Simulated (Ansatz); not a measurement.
`C[Te]CO`, relaxed with RKS PBE0-D4/def2-TZVP in the Gaussian-basis code of Ansatz from a PBE-D4/def2-SVP geometry. The force threshold is 0.005 eV/Å; the program also tests the step.

Total charge 0; spin multiplicity 1. Te: def2 effective core potential.

Start:

```xyz
10

C    -0.210    0.314   -1.675
Te    1.533    0.407   -0.374
C     0.236    0.115    1.414
O    -0.600   -0.994    1.300
H    -0.917   -0.373   -1.172
H     0.098   -0.105   -2.651
H    -0.653    1.318   -1.808
H    -0.401    1.016    1.503
H     0.943    0.082    2.275
H    -0.028   -1.779    1.187
```

**Question.** By how much does the energy fall, and how many steps does the optimiser take? (An estimate is asked.)

**Answer.** The calculation gave: 7.54 kJ/mol, in 10 steps, 1 of them rejected.

**Question.** Which bonds change most? (Estimate.)

**Answer.** The calculation gave: Te2–C3 from 2.227 to 2.163 Å; C1–Te2 from 2.177 to 2.137 Å; C3–H9 from 1.115 to 1.095 Å; C1–H5 from 1.107 to 1.088 Å.

**Question.** Give the relaxed structure. (An estimate is asked.)

**Answer.** Computed: 
```xyz
10

C    -0.213    0.324   -1.693
Te    1.474    0.231   -0.385
C     0.245    0.112    1.391
O    -0.574   -1.016    1.438
H    -0.931   -0.427   -1.368
H     0.132    0.094   -2.700
H    -0.653    1.318   -1.667
H    -0.406    0.985    1.399
H     0.944    0.178    2.232
H    -0.019   -1.798    1.354
```
